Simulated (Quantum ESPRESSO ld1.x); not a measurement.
The titanium ion Ti3+, configuration [Ne] 3s2 3p5.5 3d1 4f0.5 (fractional occupations, a model configuration). Calculated with ld1.x of Quantum ESPRESSO 7.5: non-relativistic Kohn-Sham, LDA (Slater exchange, VWN5 correlation), spin-polarised, spherical densities, point nucleus; open shells are filled with parallel spins first. Some entries of the table are withheld. Estimate them.

orbital,occ.,eigenvalue (eV),<r> (bohr),<1/r> (bohr^-1)
1s up,1,-4866.48,0.07031,21.48
1s down,1,-4866.27,0.07031,21.48
2s up,1,-571.955,0.3285,4.481
2s down,1,-571.297,0.3283,4.483
2p up,3,-485.658,0.2913,4.426
2p down,3,-485.053,0.2910,4.428
3s up,1,-101.091,0.9900,1.421
3s down,1,-99.2399,0.9922,1.418
3p up,3,-77.8333,1.041,1.315
3p down,2.5,-76.0291,1.045,1.311
3d up,1,-41.5639,1.187,1.065
3d down,0,-39.8836,1.199,1.057
4s up,0,-29.4780,(1),0.5285
4s down,0,-28.4933,(2),0.5251
4p up,0,-23.8232,2.872,0.4667
4p down,0,-22.8908,2.896,0.4630
4f up,0.5,-10.9590,4.546,0.2515
4f down,0,-10.3146,4.715,0.2431

Answer. 
(1) 4s up <r> (bohr): 2.550
(2) 4s down <r> (bohr): 2.565
